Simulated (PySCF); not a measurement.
**Radial density of Pm⁵⁴⁺ (promethium, charge +54)**

PBEsol, [He] 2s2 2p3, high-spin 4S determinant. Calculation: PySCF 2.14, in an even-tempered Gaussian basis (19 s from 31 bohr⁻², ratio 2.2; 12 p from 40 bohr⁻², ratio 2.2; 5 d from 150 bohr⁻², ratio 2.4; 5 f from 230 bohr⁻², ratio 2.4; 4 g from 340 bohr⁻², ratio 2.4); the spin-free X2C one-electron Hamiltonian (Gaussian nucleus).

```tsv
r (bohr)	4πr²ρ (e/bohr)	4πr²(ρα − ρβ)
0.0205	69.48	6.1292
0.0346	46.84	18.8026
0.0581	53.29	33.7529
0.0978	45.29	24.3312
0.164	7.715	3.7721
0.277	0.08958	0.0448
0.465	1.070e-05	0.0000
```

Densities and radii are taken from the X2C orbitals without a picture-change correction, which distorts them close to the nucleus.

Spin-orbit coupling, which splits the p, d and f shells strongly at this Z, is absent. Spin-orbit coupling is strong in this species (close to jj coupling), so the high-spin LS determinant is a model state, not a physical level.
